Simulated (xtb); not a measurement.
Si(F)(H)2(SeH) (FH3SeSi), SMILES F[SiH2][SeH]. All values are semi-empirical tight-binding results from xtb (GFN2-xTB unless named), good for trends rather than for accurate numbers. Coordinates come from a GFN2-xTB optimisation. One conformer was computed; it need not be the lowest.

| Quantity | Result |
|---|---|
| point group as xtb finds it | Cs |
| orbital gap | 4.26 eV |
| zero-point energy | 16.3 kcal/mol |
| G − E(el) at 298.15 K (modified RRHO) | -2.2 kcal/mol |
| static polarisability (D4 model) | 59.6 bohr³ |
| solvation energy, GFN2-xTB/ALPB(water) | -1.5 kcal/mol |
| solvation energy, GFN2-xTB/ALPB(ch2cl2) | -2.5 kcal/mol |
